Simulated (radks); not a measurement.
Values are calculated unless marked as measured or tabulated.
Nd3+, 57 electrons, occupied as [Xe] 4f2 6s1 (not the ground configuration). Code: a radial shooting solver on a logarithmic mesh with Libxc functionals. Model: scalar-relativistic Kohn-Sham, exchange-only B88, spin-unpolarised, spherical densities, finite nucleus; Fermi nuclear charge, rms radius 4.9123 fm.

Local quantities along the radius. ELF = 1/(1 + alpha^2) is the electron localisation function; alpha = (tau - tau_W)/tau_unif compares the Pauli kinetic energy density with that of the uniform gas; s = |grad rho|/(2 (3 pi^2)^(1/3) rho^(4/3)) is the reduced gradient; r v_xc is r times the local exchange-correlation potential (hartree bohr); 4 pi r^2 rho is in e/bohr. tau is taken from the large components.

r (bohr)	ELF	alpha	s	r v_xc	4 pi r^2 rho
0.0008391	0.999	0.02392	0.9025	-0.1058	2.359
0.0009768	0.999	0.02391	0.8320	-0.1114	3.050
0.001137	0.999	0.02405	0.7716	-0.1183	3.933
0.001324	0.999	0.02437	0.7201	-0.1266	5.054
0.001541	0.999	0.02489	0.6765	-0.1364	6.471
0.001794	0.999	0.02565	0.6401	-0.1478	8.250
0.002089	0.999	0.02669	0.6100	-0.1611	10.46
0.002412	0.999	0.02801	0.5869	-0.1754	13.04
0.002808	0.999	0.02983	0.5676	-0.1925	16.34
0.003269	0.999	0.03220	0.5533	-0.2116	20.31
0.003806	0.999	0.03531	0.5437	-0.2329	25.02
0.004431	0.998	0.03940	0.5386	-0.2563	30.50
0.005158	0.998	0.04484	0.5380	-0.2818	36.72
0.006005	0.997	0.05218	0.5419	-0.3090	43.60
0.006991	0.996	0.06228	0.5505	-0.3378	50.92
0.008138	0.994	0.07648	0.5640	-0.3675	58.35
0.009474	0.991	0.09695	0.5827	-0.3975	65.45
0.01103	0.984	0.1273	0.6066	-0.4269	71.63
0.01284	0.971	0.1736	0.6354	-0.4546	76.30
0.01483	0.945	0.2412	0.6659	-0.4784	78.83
0.01726	0.889	0.3532	0.6976	-0.4998	79.25
0.0201	0.781	0.5288	0.7207	-0.5169	77.51
0.0234	0.617	0.7877	0.7198	-0.5302	74.36
0.02724	0.448	1.111	0.6745	-0.5415	71.20
0.03171	0.344	1.382	0.5735	-0.5552	69.82
0.03691	0.329	1.427	0.4401	-0.5814	71.87
0.04297	0.403	1.218	0.3296	-0.6337	78.09
0.05003	0.539	0.9253	0.2820	-0.7086	87.55
0.05824	0.669	0.7030	0.2957	-0.7849	97.44
0.0678	0.739	0.5943	0.3487	-0.8460	103.9
0.07893	0.734	0.6016	0.4194	-0.8840	103.7
0.09189	0.642	0.7463	0.4830	-0.8971	96.57
0.1061	0.484	1.033	0.4986	-0.8926	86.65
0.1235	0.351	1.361	0.4220	-0.8889	78.69
0.1438	0.356	1.344	0.2857	-0.9283	78.11
0.1674	0.502	0.9969	0.2162	-1.035	84.39
0.1949	0.672	0.6993	0.2554	-1.141	90.67
0.2269	0.752	0.5749	0.3649	-1.191	88.27
0.2642	0.714	0.6321	0.5126	-1.167	74.03
0.3075	0.499	1.002	0.6457	-1.081	53.88
0.358	0.239	1.785	0.5858	-0.9784	38.47
0.4168	0.242	1.769	0.2838	-0.9618	34.14
0.4852	0.515	0.9711	0.1707	-1.139	37.70
0.5648	0.723	0.6184	0.2706	-1.256	40.38
0.6576	0.737	0.5967	0.4295	-1.259	36.49
0.7594	0.620	0.7827	0.5832	-1.187	28.03
0.8841	0.402	1.220	0.6816	-1.075	19.00
1.029	0.286	1.581	0.6190	-0.9893	13.26
1.198	0.381	1.274	0.5035	-0.9829	10.60
1.395	0.604	0.8100	0.5364	-1.005	8.927
1.624	0.711	0.6383	0.7123	-0.9664	6.857
1.89	0.632	0.7634	0.9805	-0.8678	4.491
2.201	0.371	1.303	1.288	-0.7449	2.538
2.562	0.156	2.326	1.496	-0.6370	1.354
2.983	0.118	2.728	1.539	-0.5631	0.7697
3.472	0.229	1.833	1.746	-0.5079	0.4639
4.042	0.534	0.9342	2.443	-0.4407	0.2551
4.668	0.809	0.4858	3.790	-0.3726	0.1176
5.435	0.933	0.2673	6.598	-0.3068	0.03866
6.327	0.973	0.1676	12.71	-0.2469	0.008889
7.365	0.985	0.1216	27.62	-0.1925	0.001357
8.575	0.989	0.1040	69.33	-0.1473	0.0001298

On this mesh the ELF has minima near r = 0.037, 0.12, 0.36, 1.0, 3.0 bohr, which separate the shells, and maxima near 0.068 (0.74), 0.23 (0.75), 0.66 (0.74), 1.6 (0.71).

Self-consistent cycle (total energy in hartree, residual of the potential): 1: -9614.297155, 9e+00; 2: -9618.182867, 5e+00; 3: -9619.332966, 5e-01; 4: -9619.330981, 2e-01; 5: -9619.336632, 5e-02; 6: -9619.338955, 3e-03; 7: -9619.338960, 4e-04; 8: -9619.338959, 2e-04; 9: -9619.338959, 1e-04; 10: -9619.338959, 7e-05; 11: -9619.338959, 6e-06; 12: -9619.338959, 7e-07; 13: -9619.338959, 3e-08; 14: -9619.338959, 8e-09.
